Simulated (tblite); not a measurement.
Compound: C5H12Cl2Si2.
Atom-mapped SMILES: `[CH3:1]/[C:2](=[C:3](\[SiH3:4])[CH2:5][SiH3:6])[CH:7]([Cl:8])[Cl:9]` (hydrogens: H10, H11, H12 on C1; H13, H14, H15 on Si4; H16, H17 on C5; H18, H19, H20 on Si6; H21 on C7)

The geometry is computed with GFN2-xTB (gas phase).

Task: List the bond lengths, angles and torsions at this level.

Result: 
| bond | length (bohr) |
| --- | --- |
| C1–C2 | 2.835 |
| C2=C3 | 2.532 |
| C3–Si4 | 3.584 |
| C3–C5 | 2.828 |
| C5–Si6 | 3.614 |
| C2–C7 | 2.823 |
| C7–Cl8 | 3.398 |
| C7–Cl9 | 3.370 |
| C1–H10, C1–H11, C1–H12 | 2.056 |
| Si4–H13, Si4–H14, Si4–H15 | 2.768 |
| C5–H16, C5–H17 | 2.061 |
| Si6–H18, Si6–H19, Si6–H20 | 2.765 |
| C7–H21 | 2.056 |

Bonds in one row agree within 0.02 bohr and their mean is given. A selection of angles:
| angle | degrees |
| --- | --- |
| C2–C1–H10 | 110.3 |
| C2–C1–H12 | 111.3 |
| H10–C1–H11 | 107.8 |
| H10–C1–H12 | 108.5 |
| C1–C2–C3 | 123.7 |
| C1–C2–C7 | 113.9 |
| C3–C2–C7 | 122.4 |
| C2–C3–Si4 | 121.0 |
| C2–C3–C5 | 123.4 |
| Si4–C3–C5 | 115.6 |
| C3–Si4–H13 | 109.6 |
| C3–Si4–H14 | 110.7 |
| C3–Si4–H15 | 107.8 |
| H13–Si4–H14 | 110.5 |
| H13–Si4–H15 | 109.1 |
| C3–C5–Si6 | 111.4 |
| C3–C5–H16 | 111.6 |
| C3–C5–H17 | 109.3 |
| Si6–C5–H16 | 109.8 |
| Si6–C5–H17 | 108.2 |
| H16–C5–H17 | 106.3 |
| C5–Si6–H18 | 109.3 |
| C5–Si6–H19 | 108.0 |
| H18–Si6–H19 | 110.2 |
| C2–C7–Cl8 | 110.3 |
| C2–C7–Cl9 | 111.4 |
| C2–C7–H21 | 114.1 |
| Cl8–C7–Cl9 | 108.4 |
| Cl8–C7–H21 | 106.3 |

Torsions: C1–C2–C3–Si4 3° (synperiplanar); C2–C3–C5–Si6 -87° (synclinal); C1–C2–C7–Cl8 71° (synclinal). The mirror-image conformer, all signs reversed, is as good.

Si4 (SiH3 silicon) is tetrahedral (angles from 107.8° to 110.7°). The 4 C–C bonds span 1.340 Å (C2=C3, drawn double) to 1.500 Å (C1–C2, drawn single), a spread of 0.160 Å. Si6 (SiH3 silicon) is tetrahedral (angles from 108.0° to 110.5°). Of the pairs four or more bonds apart, Si4···H12 is among the closest relative to their van der Waals radii: 2.68 Å, 81 % of the sum of Bondi's values.

Point group: C1 (no symmetry element, even within 0.4 Å). Its GFN2-xTB frequencies are all real (lowest 26 cm⁻¹). The numbers are those of one conformer.
